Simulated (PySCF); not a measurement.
Isomers of C8H9ClSi, mass 168.016 u with the commonest isotopes. The calculation used PBE0/pcSseg-1 in PySCF (dipole) on a GFN2-xTB geometry, gas phase. One conformer each, none proved a minimum here; rigid rotors.

**Question.** Order these by rotational constant A, smallest first.
A. `[CH:1]#[C:2]/[CH:3]=[C:4]1\[C:5](=[CH2:6])[CH2:7][C@H:8]1[SiH2:9][Cl:10]` with C7–C8–Si9–Cl10 -69°
B. `[CH:1]#[C:2][C:3]#[C:4][C@@H:5]([Cl:6])[C@@H:7]1[CH2:8][CH2:9][SiH2:10]1` with C4–C5–C7–C8 176°, C5–C7–C8–C9 -131°, C7–C8–C9–Si10 10°, C8–C9–Si10–C7 -8°, C5–C7–Si10–C9 127°
C. `[CH:1]#[C:2][SiH2:3][C:4]#[C:5][CH2:6][C:7]1([Cl:8])[CH2:9][CH2:10]1` with C5–C6–C7–Cl8 -68°
D. `[CH:1]#[C:2][CH2:3][C:4]1=[CH:5][SiH2:6][CH:7]=[C:8]([Cl:9])[CH2:10]1` with C2–C3–C4–C5 114°
E. `[CH:1]#[C:2]/[CH:3]=[CH:4]/[C:5]([Cl:6])=[CH:7]/[SiH2:8][CH:9]=[CH2:10]` with C3–C4–C5–Cl6 -1°, C5–C7–Si8–C9 -64°, C7–Si8–C9–C10 131°
F. `[CH:1]#[C:2]/[CH:3]=[C:4]1/[C:5](=[CH2:6])[CH2:7][C@H:8]1[SiH2:9][Cl:10]` with C7–C8–Si9–Cl10 -68°
G. `[CH:1]#[C:2][C:3]1=[C:4]([CH2:5][SiH2:6][Cl:7])[CH:8]=[CH:9][CH2:10]1` with C3–C4–C5–Si6 97°, C4–C5–Si6–Cl7 178°

**Answer.** D (1128 MHz), F (1169 MHz), B (1305 MHz), G (1665 MHz), C (1881 MHz), A (2165 MHz), E (2606 MHz).

**Question.** Order these by rotational constant B, largest first.
A. `[CH:1]#[C:2][SiH2:3][C:4]#[C:5][CH2:6][C:7]1([Cl:8])[CH2:9][CH2:10]1` with C5–C6–C7–Cl8 -68°
B. `[CH:1]#[C:2]/[CH:3]=[C:4]1\[C:5](=[CH2:6])[CH2:7][C@H:8]1[SiH2:9][Cl:10]` with C7–C8–Si9–Cl10 -69°
C. `[CH:1]#[C:2][CH2:3][C:4]1=[CH:5][SiH2:6][CH:7]=[C:8]([Cl:9])[CH2:10]1` with C2–C3–C4–C5 114°
D. `[CH:1]#[C:2]/[CH:3]=[C:4]1/[C:5](=[CH2:6])[CH2:7][C@H:8]1[SiH2:9][Cl:10]` with C7–C8–Si9–Cl10 -68°
E. `[CH:1]#[C:2][C:3]#[C:4][C@@H:5]([Cl:6])[C@@H:7]1[CH2:8][CH2:9][SiH2:10]1` with C4–C5–C7–C8 176°, C5–C7–C8–C9 -131°, C7–C8–C9–Si10 10°, C8–C9–Si10–C7 -8°, C5–C7–Si10–C9 127°
F. `[CH:1]#[C:2][C:3]1=[C:4]([CH2:5][SiH2:6][Cl:7])[CH:8]=[CH:9][CH2:10]1` with C3–C4–C5–Si6 97°, C4–C5–Si6–Cl7 178°
G. `[CH:1]#[C:2]/[CH:3]=[CH:4]/[C:5]([Cl:6])=[CH:7]/[SiH2:8][CH:9]=[CH2:10]` with C3–C4–C5–Cl6 -1°, C5–C7–Si8–C9 -64°, C7–Si8–C9–C10 131°

**Answer.** C (723.3 MHz), D (703.6 MHz), E (562.8 MHz), F (525.1 MHz), B (475.0 MHz), G (400.6 MHz), A (390.0 MHz).

**Question.** Order these by rotational constant C, largest first.
A. `[CH:1]#[C:2][C:3]#[C:4][C@@H:5]([Cl:6])[C@@H:7]1[CH2:8][CH2:9][SiH2:10]1` with C4–C5–C7–C8 176°, C5–C7–C8–C9 -131°, C7–C8–C9–Si10 10°, C8–C9–Si10–C7 -8°, C5–C7–Si10–C9 127°
B. `[CH:1]#[C:2][SiH2:3][C:4]#[C:5][CH2:6][C:7]1([Cl:8])[CH2:9][CH2:10]1` with C5–C6–C7–Cl8 -68°
C. `[CH:1]#[C:2][CH2:3][C:4]1=[CH:5][SiH2:6][CH:7]=[C:8]([Cl:9])[CH2:10]1` with C2–C3–C4–C5 114°
D. `[CH:1]#[C:2][C:3]1=[C:4]([CH2:5][SiH2:6][Cl:7])[CH:8]=[CH:9][CH2:10]1` with C3–C4–C5–Si6 97°, C4–C5–Si6–Cl7 178°
E. `[CH:1]#[C:2]/[CH:3]=[C:4]1/[C:5](=[CH2:6])[CH2:7][C@H:8]1[SiH2:9][Cl:10]` with C7–C8–Si9–Cl10 -68°
F. `[CH:1]#[C:2]/[CH:3]=[CH:4]/[C:5]([Cl:6])=[CH:7]/[SiH2:8][CH:9]=[CH2:10]` with C3–C4–C5–Cl6 -1°, C5–C7–Si8–C9 -64°, C7–Si8–C9–C10 131°

**Answer.** C (477.4 MHz), E (464.6 MHz), D (422.3 MHz), A (404.3 MHz), F (368.5 MHz), B (356.2 MHz).

```tsv
SMILES	point group	Ia (u·Å²)	Ib (u·Å²)	Ic (u·Å²)	κ	μa (D)	μb (D)	μc (D)
C#CC1=C(C[SiH2]Cl)C=CC1	C1	303.57	962.52	1196.77	-0.83	1.92	0.91	0.27
C#CC#C[C@@H](Cl)[C@@H]1CC[SiH2]1	C1	387.40	897.98	1249.98	-0.65	1.02	2.21	0.16
C#C/C=C/C(Cl)=C/[SiH2]C=C	C1	193.91	1261.54	1371.51	-0.97	0.34	0.68	0.59
C#C/C=C1\C(=C)C[C@H]1[SiH2]Cl	C1	233.38	1064.03	1241.03	-0.92	1.02	0.46	0.07
C#CCC1=C[SiH2]C=C(Cl)C1	C1	448.17	698.75	1058.62	-0.24	1.30	0.84	0.57
C#C[SiH2]C#CCC1(Cl)CC1	C1	268.62	1295.91	1418.62	-0.96	0.57	2.22	0.73
C#C/C=C1/C(=C)C[C@H]1[SiH2]Cl	C1	432.36	718.32	1087.72	-0.32	1.32	0.61	0.01
```
